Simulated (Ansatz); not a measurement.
Reaction (isomerisation): `FC(F)C#CC(F)F` → `FC1=C(F)[C@@H](F)[C@@H]1F`

Computed with Ansatz on PBE0-D4/def2-TZVP structures; ΔE is electronic, products minus reactants. CBS: MP2 limit from def2 TZ/QZ plus the TZ coupled-cluster correction, frozen cores. DFT in def2-TZVPP. B3LYP here is the variant with VWN-RPA as its local correlation; programs differ in this. HSE06 is defined as in plane-wave codes.

```tsv
level	ΔE (kcal/mol)	difference from CCSD(T)/CBS
LDA (SPW92)	-13.4	-11.5
PBE-D4	-8.2	-6.3
revPBE-D4	-8.3	-6.4
r2SCAN-D4	-5.2	-3.3
B97M-V	-5.9	-4.0
PBE0-D4	-9.0	-7.1
B3LYP-D4	-2.0	-0.1
r2SCANh-D4	-5.6	-3.7
r2SCAN0-D4	-6.3	-4.4
HSE06-D4	-9.0	-7.1
BHLYP-D4	-1.9	0.0
ωB97X-V	-6.1	-4.2
ωB97M-V	-4.1	-2.2
B2PLYP	0.6	2.5
PBE-QIDH	-5.8	-3.9
PBE	-7.4	-5.5
revPBE	-5.7	-3.8
BLYP	1.0	2.9
r2SCAN	-5.0	-3.1
PBE0	-8.3	-6.4
B3LYP	-0.7	1.2
r2SCANh	-5.4	-3.5
r2SCAN0	-6.1	-4.2
HSE06	-8.4	-6.5
CAM-B3LYP	-2.0	-0.1
LC-ωPBE	-8.9	-7.0
RPA@PBE/def2-TZVPP	-1.9	0.0
HF/def2-SVP	6.6	8.5
MP2/def2-SVP	3.5	5.4
CCSD/def2-SVP	2.7	4.6
CCSD(T)/def2-SVP	2.1	4.0
HF/def2-TZVPP	3.4	5.3
MP2/def2-TZVPP	0.6	2.5
SCS-MP2/def2-TZVPP	1.8	3.7
CCSD/def2-TZVPP	-0.4	1.5
CCSD(T)/def2-TZVPP	-0.9	1.0
MP2/def2-QZVPP	-0.1	1.8
SCS-MP2/def2-QZVPP	1.2	3.1
HF/CBS(def2)	3.0	4.9
CCSD/CBS(def2)	-1.5	0.4
CCSD(T)/CBS	-1.9	0
```

Largest T1 diagnostic among the species: 0.012.

From r2SCAN to r2SCAN0 (25 % exact exchange), in def2-TZVPP and without D4, ΔE moves by −1.1 kcal/mol. The D4 term adds −1.3 kcal/mol with B3LYP and −0.7 kcal/mol with PBE0; it sums over pairs of atoms, weighted by their polarisabilities, and B3LYP, whose exchange is more repulsive, gets the larger term.

CCSD(T)/CBS has its own doubt, a few kJ/mol and more with outer-core shells, so smaller differences from it don't rank the levels.
